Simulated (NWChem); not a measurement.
System: CH$_{3}$AlCl, doublet; SMILES [Cl][Al][CH3]

Parts of the log:

```
             Northwest Computational Chemistry Package (NWChem) 7.3.0
             --------------------------------------------------------

 C1  symmetry detected

                             Geometry "geometry" -> ""
                             -------------------------

 Output coordinates in angstroms (scale by  1.889725989 to convert to a.u.)

  No.       Tag          Charge          X              Y              Z
 ---- ---------------- ---------- -------------- -------------- --------------
    1 Al                  13.0000     0.69520488     0.48097404    -0.00005327
    2 C                    6.0000    -0.57347582     2.01007364    -0.00014651
    3 H                    1.0000    -1.20263735     1.95992218     0.89772697
    4 H                    1.0000    -1.22864751     1.93917893    -0.87767619
    5 H                    1.0000    -0.05974731     2.97594154    -0.01816643
    6 Cl                  17.0000    -0.18269273    -1.48165571    -0.00001839

 Effective nuclear repulsion energy (a.u.)     114.9970554171

  xc_inp: hfexch multiplicative factor not found.

                                 NWChem DFT Module
                                 -----------------

 Summary of "ao basis" -> "ao basis" (spherical)
 ------------------------------------------------------------------------------
       Tag                 Description            Shells   Functions and Types
 ---------------- ------------------------------  ------  ---------------------
 Al                        def2-tzvp                13       37   5s5p2d1f
 C                         def2-tzvp                11       31   5s3p2d1f
 H                         def2-tzvp                 4        6   3s1p
 Cl                        def2-tzvp                13       37   5s5p2d1f

            General Information
            -------------------
          SCF calculation type: DFT
          Wavefunction type:  spin polarized.
          No. of atoms     :     6
          No. of electrons :    39
           Alpha electrons :    20
            Beta electrons :    19
          Charge           :     0
          Spin multiplicity:     2
          Use of symmetry is: off; symmetry adaption is: off
          Maximum number of iterations: 150
          AO basis - number of functions:   123
                     number of shells:    49
          Convergence on energy requested:  1.00D-06
          Convergence on density requested:  1.00D-05
          Convergence on gradient requested:  5.00D-04

              XC Information
              --------------
                     Hartree-Fock (Exact) Exchange  1.000

      Superposition of Atomic Density Guess
      -------------------------------------

 Sum of atomic energies:        -740.52326828

      Non-variational initial energy
      ------------------------------

 Total energy =    -741.338537
 1-e energy   =   -1252.067735
 2-e energy   =     395.732143
 HOMO         =      -0.137572
 LUMO         =       0.014938

     ---------------------------------------------
      Total Density - Mulliken Population Analysis
     ---------------------------------------------

    Atom       Charge   Shell Charges
 -----------   ------   -------------------------------------------------------
    1 Al  13    12.27   2.00  0.66  1.32  0.88  0.61  2.90  2.28  0.82  0.45  0.17  0.08  0.05  0.04
    2 C    6     6.77   0.86  1.12  0.57  0.69  0.08  1.29  1.56  0.58  0.01  0.01  0.00
    3 H    1     0.82   0.23  0.43  0.13  0.02
    4 H    1     0.82   0.23  0.43  0.13  0.02
    5 H    1     0.82   0.24  0.43  0.13  0.02
    6 Cl  17    17.50   2.01  0.45  1.52  1.12  0.83  4.19  1.68  1.13  3.00  1.55  0.00  0.01  0.00

     --------------------------------------------
      Spin Density - Mulliken Population Analysis
     --------------------------------------------

    Atom       Charge   Shell Charges
 -----------   ------   -------------------------------------------------------
    1 Al  13     0.76   0.00  0.00 -0.01  0.17  0.36  0.00  0.00  0.00  0.12  0.08  0.01  0.00  0.00
    2 C    6     0.13   0.00 -0.00  0.02  0.01 -0.05  0.07  0.07  0.01  0.00  0.00  0.00
    3 H    1     0.02   0.00  0.00  0.02  0.00
    4 H    1     0.02   0.00  0.00  0.02  0.00
    5 H    1     0.01   0.00  0.00  0.01  0.00
    6 Cl  17     0.06   0.00  0.00 -0.00  0.01 -0.00  0.00 -0.00  0.02  0.04 -0.00  0.00  0.00  0.00

   convergence    iter        energy       DeltaE   RMS-Dens  Diis-err
 ---------------- ----- ----------------- --------- --------- ---------
 d= 0,ls=0.0,diis     1   -741.0628044829 -8.56D+02  3.35D-03  5.60D-02
                                                     1.53D-03  5.24D-02
 d= 0,ls=0.0,diis     2   -741.1069305528 -4.41D-02  1.13D-03  9.93D-03
                                                     6.07D-04  9.11D-03
 d= 0,ls=0.0,diis     3   -741.1145176415 -7.59D-03  1.02D-03  1.36D-03
                                                     3.34D-04  9.89D-04
 d= 0,ls=0.0,diis     4   -741.1168424416 -2.32D-03  4.11D-04  1.52D-04
                                                     1.53D-04  1.10D-04
 d= 0,ls=0.0,diis     5   -741.1172455790 -4.03D-04  1.40D-04  3.02D-05
                                                     8.04D-05  3.16D-05
  Resetting Diis
 d= 0,ls=0.0,diis     6   -741.1173360935 -9.05D-05  6.36D-05  6.99D-06
                                                     6.02D-05  1.22D-05
 d= 0,ls=0.0,diis     7   -741.1173656639 -2.96D-05  1.59D-05  2.95D-06
                                                     1.46D-05  2.08D-06
 d= 0,ls=0.0,diis     8   -741.1173699808 -4.32D-06  1.36D-05  8.19D-07
                                                     1.79D-05  1.47D-06
 d= 0,ls=0.0,diis     9   -741.1173730605 -3.08D-06  1.84D-05  5.90D-07
                                                     1.99D-05  3.13D-07
 d= 0,ls=0.0,diis    10   -741.1173746167 -1.56D-06  3.64D-06  1.31D-08
                                                     2.69D-06  1.85D-08
 d= 0,ls=0.0,diis    11   -741.1173746645 -4.78D-08  1.15D-06  2.95D-09
                                                     7.65D-07  1.78D-09

         Total DFT energy =     -741.117374664480
      One electron energy =    -1254.551850439861
           Coulomb energy =      450.470977181574
    Exchange-Corr. energy =      -52.033556823287
 Nuclear repulsion energy =      114.997055417094

 Numeric. integr. density =        0.000000000000

                    DFT Final Alpha Molecular Orbital Analysis
                    ------------------------------------------

 Vector   18  Occ=1.000000D+00  E=-4.551762D-01
              MO Center= -1.4D-01, -1.4D+00, -6.0D-05, r^2= 1.4D+00
   Bfn.  Coefficient  Atom+Function         Bfn.  Coefficient  Atom+Function
  ----- ------------  ---------------      ----- ------------  ---------------
   103      0.523822  6 Cl pz               106      0.343739  6 Cl pz
   100      0.240012  6 Cl pz                94     -0.191433  6 Cl pz
    97     -0.097950  6 Cl pz                17      0.072750  1 Al pz
    20      0.044063  1 Al pz                27     -0.033090  1 Al d -1
    22     -0.031730  1 Al d -1

 Vector   19  Occ=1.000000D+00  E=-4.497026D-01
              MO Center= -7.2D-02, -3.6D-01, -1.5D-04, r^2= 3.7D+00
   Bfn.  Coefficient  Atom+Function         Bfn.  Coefficient  Atom+Function
  ----- ------------  ---------------      ----- ------------  ---------------
   102      0.362359  6 Cl py               101     -0.240265  6 Cl px
   105      0.237427  6 Cl py                 4     -0.180367  1 Al s
    99      0.168040  6 Cl py               104     -0.161371  6 Cl px
    44      0.155214  2 C  py                47      0.147578  2 C  py
    16     -0.141546  1 Al py                93     -0.133748  6 Cl py

 Vector   20  Occ=1.000000D+00  E=-3.115808D-01
              MO Center=  1.2D+00,  5.7D-01,  2.8D-04, r^2= 3.2D+00
   Bfn.  Coefficient  Atom+Function         Bfn.  Coefficient  Atom+Function
  ----- ------------  ---------------      ----- ------------  ---------------
     5      0.507115  1 Al s                 15      0.402815  1 Al px
     4      0.362862  1 Al s                 18      0.237563  1 Al px
    42     -0.215262  2 C  s                  3     -0.177337  1 Al s
   101     -0.160157  6 Cl px               104     -0.148225  6 Cl px
    50      0.124613  2 C  py                43     -0.121880  2 C  px

 Vector   21  Occ=0.000000D+00  E= 3.515258D-02
              MO Center=  9.7D-01,  5.0D-01, -1.7D-03, r^2= 4.8D+00
   Bfn.  Coefficient  Atom+Function         Bfn.  Coefficient  Atom+Function
  ----- ------------  ---------------      ----- ------------  ---------------
    20      0.889084  1 Al pz                17      0.303358  1 Al pz
   106     -0.242322  6 Cl pz                77      0.122467  4 H  s
    71     -0.121324  3 H  s                103     -0.091339  6 Cl pz
    29     -0.086350  1 Al d  1              51     -0.085235  2 C  pz
     8     -0.080516  1 Al pz                11     -0.076044  1 Al pz

 Vector   22  Occ=0.000000D+00  E= 1.066479D-01
              MO Center=  5.1D-01,  1.3D+00,  1.8D-03, r^2= 8.8D+00
   Bfn.  Coefficient  Atom+Function         Bfn.  Coefficient  Atom+Function
  ----- ------------  ---------------      ----- ------------  ---------------
    42      4.383472  2 C  s                  5     -2.209179  1 Al s
    19     -1.719101  1 Al py                18      1.235474  1 Al px
    71     -0.712053  3 H  s                 77     -0.704278  4 H  s
    83     -0.660234  5 H  s                 50     -0.566747  2 C  py
    41     -0.472812  2 C  s                 49      0.435643  2 C  px

 Vector   23  Occ=0.000000D+00  E= 1.243648D-01
              MO Center=  4.3D-01,  2.5D-01,  5.3D-03, r^2= 7.0D+00
   Bfn.  Coefficient  Atom+Function         Bfn.  Coefficient  Atom+Function
  ----- ------------  ---------------      ----- ------------  ---------------
    42      1.318843  2 C  s                 19      0.907612  1 Al py
     5     -0.888859  1 Al s                 18      0.835644  1 Al px
    91      0.772816  6 Cl s                 71     -0.650355  3 H  s
    77     -0.629062  4 H  s                 49     -0.425889  2 C  px
    50     -0.385424  2 C  py               105      0.304401  6 Cl py

                     DFT Final Beta Molecular Orbital Analysis
                     -----------------------------------------

 Vector   17  Occ=1.000000D+00  E=-4.547177D-01
              MO Center= -1.5D-01, -1.4D+00,  5.5D-05, r^2= 1.4D+00
   Bfn.  Coefficient  Atom+Function         Bfn.  Coefficient  Atom+Function
  ----- ------------  ---------------      ----- ------------  ---------------
   103      0.524745  6 Cl pz               106      0.346367  6 Cl pz
   100      0.240451  6 Cl pz                94     -0.191865  6 Cl pz
    97     -0.098098  6 Cl pz                17      0.063552  1 Al pz
    20      0.039418  1 Al pz                27     -0.031388  1 Al d -1
    22     -0.030753  1 Al d -1

 Vector   18  Occ=1.000000D+00  E=-4.539920D-01
              MO Center= -1.6D-01, -1.2D+00, -1.6D-04, r^2= 2.0D+00
   Bfn.  Coefficient  Atom+Function         Bfn.  Coefficient  Atom+Function
  ----- ------------  ---------------      ----- ------------  ---------------
   101      0.490527  6 Cl px               104      0.322290  6 Cl px
    98      0.225026  6 Cl px                92     -0.179715  6 Cl px
   102     -0.120008  6 Cl py                16     -0.101372  1 Al py
    95     -0.091861  6 Cl px               105     -0.078853  6 Cl py
    43     -0.069217  2 C  px                15      0.064050  1 Al px

 Vector   19  Occ=1.000000D+00  E=-4.222058D-01
              MO Center= -1.9D-01,  9.0D-01, -2.6D-04, r^2= 3.4D+00
   Bfn.  Coefficient  Atom+Function         Bfn.  Coefficient  Atom+Function
  ----- ------------  ---------------      ----- ------------  ---------------
   102      0.270928  6 Cl py                 4     -0.243559  1 Al s
    16     -0.216314  1 Al py                44      0.201631  2 C  py
    47      0.192357  2 C  py               105      0.187124  6 Cl py
    43     -0.160666  2 C  px                46     -0.157070  2 C  px
     3      0.139349  1 Al s                 99      0.126237  6 Cl py

 Vector   20  Occ=0.000000D+00  E= 2.865186D-02
              MO Center=  1.3D+00,  6.6D-01, -8.3D-05, r^2= 4.2D+00
   Bfn.  Coefficient  Atom+Function         Bfn.  Coefficient  Atom+Function
  ----- ------------  ---------------      ----- ------------  ---------------
     5      1.138112  1 Al s                 42     -1.041334  2 C  s
    18      0.318810  1 Al px                71      0.281408  3 H  s
    77      0.280729  4 H  s                 83      0.248878  5 H  s
    49     -0.217905  2 C  px               104     -0.200449  6 Cl px
    91     -0.188764  6 Cl s                  4      0.162663  1 Al s

 Vector   21  Occ=0.000000D+00  E= 6.766771D-02
              MO Center=  8.0D-01,  5.1D-01, -1.3D-03, r^2= 5.2D+00
   Bfn.  Coefficient  Atom+Function         Bfn.  Coefficient  Atom+Function
  ----- ------------  ---------------      ----- ------------  ---------------
    20      0.993916  1 Al pz               106     -0.269496  6 Cl pz
    17      0.229809  1 Al pz                77      0.127202  4 H  s
    51     -0.124962  2 C  pz                71     -0.123753  3 H  s
   103     -0.089862  6 Cl pz                 8     -0.073485  1 Al pz
    11     -0.071652  1 Al pz               100     -0.071550  6 Cl pz

 Vector   22  Occ=0.000000D+00  E= 1.211152D-01
              MO Center=  1.1D-01,  1.2D+00,  4.2D-03, r^2= 9.5D+00
   Bfn.  Coefficient  Atom+Function         Bfn.  Coefficient  Atom+Function
  ----- ------------  ---------------      ----- ------------  ---------------
    42      4.995873  2 C  s                  5     -2.286678  1 Al s
    18      1.561802  1 Al px                19     -1.533833  1 Al py
    71     -0.947231  3 H  s                 77     -0.934273  4 H  s
    83     -0.755150  5 H  s                 50     -0.676644  2 C  py
    41     -0.572178  2 C  s                 26      0.377357  1 Al d -2

     ---------------------------------------------
      Total Density - Mulliken Population Analysis
     ---------------------------------------------

    Atom       Charge   Shell Charges
 -----------   ------   -------------------------------------------------------
    1 Al  13    12.43   2.00  0.65  1.33  0.78  0.38  2.92  2.28  0.82  0.76  0.22  0.12  0.12  0.05
    2 C    6     6.58   0.85  1.12  0.47  0.69  0.10  1.24  1.50  0.57  0.01  0.03  0.00
    3 H    1     0.87   0.26  0.49  0.10  0.02
    4 H    1     0.87   0.26  0.48  0.10  0.02
    5 H    1     0.87   0.26  0.49  0.10  0.02
    6 Cl  17    17.37   2.01  0.45  1.52  1.08  0.86  4.18  1.69  1.07  2.87  1.61  0.00  0.02  0.00

     --------------------------------------------
      Spin Density - Mulliken Population Analysis
     --------------------------------------------

    Atom       Charge   Shell Charges
 -----------   ------   -------------------------------------------------------
    1 Al  13     0.86   0.00  0.01 -0.01  0.19  0.26  0.01 -0.00 -0.00  0.25  0.13  0.01  0.02 -0.00
    2 C    6     0.12   0.00 -0.00  0.02  0.02 -0.03  0.06  0.06 -0.01 -0.00  0.00 -0.00
    3 H    1     0.00  -0.00 -0.00  0.00  0.00
    4 H    1     0.00  -0.00 -0.00  0.01  0.00
    5 H    1    -0.01  -0.00 -0.01 -0.00  0.00
    6 Cl  17     0.03   0.00  0.00 -0.00  0.00 -0.00  0.00 -0.00  0.01  0.03 -0.01  0.00  0.00  0.00

     -------------------------------------------
      Total Density - Lowdin Population Analysis
     -------------------------------------------

[...]
```

Level: UHF/def2-TZVP. The geometry was optimised at B3LYP/6-31G* (spherical d), spin-unrestricted. The spin multiplicity was typed, not searched, and may not be the lowest. No stability test was run on the SCF state.

**Question.** Write an input that gives this output.

**Answer.** One answer among several that fit: the input that was run:
```
start job
memory heap 200 mb stack 900 mb global 1100 mb
geometry units angstroms noautoz
  Al     0.707129     0.486531    -0.005178
  C     -0.452602     2.099825    -0.006854
  H     -1.080781     2.096369     0.893099
  H     -1.113982     2.071554    -0.882132
  H      0.126722     3.027724    -0.029868
  Cl    -0.304577    -1.410566     0.004501
end
basis spherical
  Al library def2-tzvp
  C library def2-tzvp
  H library def2-tzvp
  Cl library def2-tzvp
end
dft
  odft
  mult 2
  xc hfexch
  iterations 150
  mulliken
end
task dft energy
```
